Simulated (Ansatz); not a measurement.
A nudged elastic band was laid between two geometries of CH4 + ClH3Sn (10 atoms, charge 0, multiplicity 1).

The calculation used RKS r2SCAN/def2-SVP (Ansatz 0.2.0).

- movable images: 7
- climbing image: yes
- spring: 5.0 eV/Å²
- optimiser: quadratic models (default)
- start path: through a guess of the saddle point
- force threshold: 0.03 eV/Å
- iteration limit: 60
- end points: relaxed

First end point:

```xyz
10
Properties=species:S:1:pos:R:3
Sn -0.629 0.180 -1.895
Cl 1.685 -0.323 -1.918
H -1.119 0.140 -3.531
H -1.375 -1.036 -0.959
H -0.771 1.736 -1.209
H 1.126 -0.209 1.044
C 0.441 -0.140 1.900
H -0.089 -1.093 2.025
H -0.287 0.667 1.734
H 1.017 0.078 2.809
```

Last end point:

```xyz
10
Properties=species:S:1:pos:R:3
Sn -0.966 0.161 -0.603
Cl 2.905 0.242 -0.980
H -0.050 -0.817 -1.696
H -2.600 -0.347 -0.716
H -0.824 1.789 -1.113
H 1.892 -0.409 -1.452
C -0.191 -0.119 1.384
H -0.381 -1.148 1.719
H -0.677 0.581 2.079
H 0.892 0.068 1.377
```

Problem. What changes between the two ends?

Solution. Bonds broken: Sn1–Cl2, H6–C7. Bonds formed: Sn1–C7, Cl2–H6. CH4 + ClH3Sn becomes CH6Sn + ClH.

Problem. What energy profile does the band end with?

Solution. The run converged. The highest image is number 4 of 0 to 8, 2.36 eV above the first end and 1.16 eV above the last; the last end lies 1.21 eV above the first. Neighbouring images differ by up to 1.6 eV, so the band resolves the path poorly. A vibrational analysis at the climbing image gives one clearly imaginary mode, 946i cm⁻¹: a first-order saddle point. The orbitals stay closed-shell, which can raise the energy where a bond breaks towards radicals; this wasn't checked here.

```
image  path coordinate (Å)  energy (eV)  Sn1–Cl2 (Å)  H6–C7 (Å)  Sn1–C7 (Å)
    0                 0.00         0.00         2.37       1.10        3.96
    1                 1.30         0.01         2.37       1.10        4.24
    2                 2.60         0.06         2.37       1.10        3.88
    3                 3.89         0.76         2.44       1.10        3.12
    4                 5.19         2.36         2.87       1.34        2.39
    5                 6.03         1.54         3.30       2.01        2.21
    6                 6.86         1.30         3.76       2.58        2.17
    7                 7.70         1.23         3.90       3.24        2.16
    8                 8.54         1.21         3.89       3.53        2.15
```

Problem. What is the geometry of the highest image?

Solution. 
```xyz
10
Properties=species:S:1:pos:R:3:forces:R:3
Sn -0.692 0.205 -1.015 0.00 0.00 0.00
Cl 2.157 0.514 -1.003 0.00 0.00 0.00
H -0.364 -0.983 -2.185 0.00 0.00 0.00
H -2.232 -0.168 -0.303 0.00 0.00 0.00
H -0.682 1.864 -1.384 0.00 0.00 0.00
H 1.083 0.073 0.188 0.00 0.00 0.00
C 0.212 -0.293 1.141 0.00 -0.01 0.00
H -0.217 -1.305 1.186 0.00 0.00 0.00
H -0.428 0.428 1.671 0.00 0.00 0.00
H 1.163 -0.335 1.704 0.00 0.00 0.00
```

The run took 9.6 min on 2 threads of Arm Neoverse N1, with other jobs on the host, peak memory 0.16 GiB.
